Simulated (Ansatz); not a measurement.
Relaxation of CHCl2Mg (5 atoms, charge 1, multiplicity 1), to a largest force component of 0.02 eV/Å in at most 40 steps.

These are results of Ansatz, RKS B3LYP/6-31G*, not measurements.

```xyz
5
Properties=species:S:1:pos:R:3:forces:R:3
Cl -0.205 1.184 1.689 -0.83 0.99 1.99
C 0.616 0.733 0.398 0.72 -0.77 -1.59
Mg -0.561 -0.846 -0.604 0.85 0.80 0.28
Cl -1.419 -2.346 -1.760 -0.59 -0.93 -0.66
H 1.568 1.275 0.276 -0.14 -0.10 -0.01
```

**Question.** Where does it end, and by what steps?

**Answer.** The run converged. Limits of this set-up: the dipole of an ion depends on the origin. After 7 steps the energy has fallen by 0.245 eV; Cl1 moved furthest, 0.26 Å.

| step | energy less start (eV) | largest force component (eV/Å) | accepted |
| --- | --- | --- | --- |
| 0 | 0.0000 | 1.992 | yes |
| 1 | -0.2223 | 0.418 | yes |
| 2 | -0.1033 | 1.232 | no |
| 3 | -0.2400 | 0.173 | yes |
| 4 | -0.2450 | 0.038 | yes |
| 5 | -0.2452 | 0.030 | yes |
| 6 | -0.2453 | 0.041 | yes |
| 7 | -0.2454 | 0.013 | yes |

```xyz
5
Properties=species:S:1:pos:R:3
Cl -0.106 1.373 1.842
C 0.528 0.727 0.470
Mg -0.451 -0.875 -0.729
Cl -1.465 -2.425 -1.827
H 1.493 1.201 0.244
```

Whether the end is a true minimum wasn't checked by a vibrational analysis.

The run took 50 s on 1 CPU thread of a shared host.
